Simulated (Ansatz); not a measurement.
`F[Si]1([SiH3])BO1` + H₂ → `[SiH3][SiH]1BO1` + H–F  (hydrogenolysis of the Si–F bond)

Gas-phase electronic energies from Ansatz, PBE0-D4/def2-TZVP geometries. CBS: MP2 limit from def2 TZ/QZ plus the TZ coupled-cluster correction, frozen cores. This one scheme is used for every species. Functionals use def2-TZVPP.

| level | ΔE (kcal/mol) |
| --- | --- |
| PBE-D4 | 26.3 |
| B97M-V | 28.8 |
| PBE | 25.9 |
| HF/def2-QZVPP | 28.0 |

Question: What does CCSD(T)/CBS give? (Estimate.)

Answer: The calculation gave: +27.0 kcal/mol. The listed levels differ from it by -0.7, 1.8, -1.1, 1.0 kcal/mol.

Largest T1 diagnostic among the species: 0.017.

At CCSD(T), def2-SVP lies −4.5 kcal/mol from the extrapolated value and def2-TZVPP −0.4 kcal/mol. Leaving LDA and LC-ωPBE aside and taking each functional with its dispersion term where it has one, the values, not all of them listed here, spread over 3.4 kcal/mol, from HSE06-D4 to r2SCAN-D4.

CCSD(T)/CBS has its own doubt, a few kJ/mol and more with outer-core shells, so smaller differences from it don't rank the levels.
